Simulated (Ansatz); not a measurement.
H2Sb (`[SbH2]`) radical, charge 0, multiplicity 2.

Q: Give a relaxed structure at PBE0-D4/def2-TZVP (Ansatz). (An estimate is asked.)

A: Ansatz gave: 
Bond lengths: Sb1–H2 1.711 Å, Sb1–H3 1.711 Å. Angles: H2–Sb1–H3 90.3°.
Point group C2v.
